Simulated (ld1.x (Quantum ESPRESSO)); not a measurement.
# Which change was made? (N, PAW)

- Element: N
- Generator: ld1.x (Quantum ESPRESSO) 7.5
- Type: PAW
- Functional: PBEsol
- Relativity: scalar-relativistic
- Frozen core: [He]
- Valence charge: 5
- Reference configuration: 2s2 2p3
- Partial waves: 2s (bound): rcut 1.00, rcutus 1.05 bohr; 2s channel at 3 Ry: rcut 1.00, rcutus 1.05 bohr; 2p (bound): rcut 1.80, rcutus 1.90 bohr; 2p channel at 4.8 Ry: rcut 1.80, rcutus 1.90 bohr
- Local potential: all-electron potential smoothed inside 1.15 bohr (lloc = -1)
- Core correction: Bessel-smoothed model core inside 0.75 bohr
- Augmentation charge: PSQ, inside the norm-conserving radii

Cutoffs, loose and tight: the cutoffs (Ry, on a coarse ladder) from which the occupation-weighted sum of valence levels, in a spherical-Bessel basis at the reference potential, stays within 10 and 1 mRy of its value at 400 Ry. They do not see the model core or the augmentation charge, which bear on the density cutoff. Test errors are all-electron minus pseudo excitation energies from the reference, over the configurations 2s2 2p2; 2s2 2p1; 2s2 2p0; 2s0 2p5; 2s2 2p3.3; 2s1 2p0; 2s1 2p4; variants that change the core or the reference have their own tests.

The base gives: outcome: generated; cutoff, loose: 18 Ry; cutoff, tight: 30 Ry; bound ghosts: none; largest test error (meV): -29.

Q: After one change the result is: outcome: generated; cutoff, loose: 15 Ry; cutoff, tight: 30 Ry; bound ghosts: none; largest test error (meV): -37. Which change was it?
A. waves 2p (bound): rcut 1.80, rcutus 2.24 bohr; 2p channel at 4.8 Ry: rcut 1.80, rcutus 2.24 bohr
B. waves 2s (bound): rcut 1.00, rcutus 1.36 bohr; 2s channel at 3 Ry: rcut 1.00, rcutus 1.36 bohr
C. all radii but the core radius scaled by about 0.92 (s 0.96, p 1.76 bohr, rcut 0.92/1.66); local potential all-electron potential smoothed inside 1.06 bohr (lloc = -1)

A: A. The others give: waves 2s (bound): rcut 1.00, rcutus 1.36 bohr; 2s channel at 3 Ry: rcut 1.00, rcutus 1.36 bohr → outcome: generated; cutoff, loose: 18 Ry; cutoff, tight: 30 Ry; bound ghosts: none; largest test error (meV): -17 | all radii but the core radius scaled by about 0.92 (s 0.96, p 1.76 bohr, rcut 0.92/1.66); local potential all-electron potential smoothed inside 1.06 bohr (lloc = -1) → outcome: generated; cutoff, loose: 30 Ry; cutoff, tight: 45 Ry; bound ghosts: none; largest test error (meV): -29.
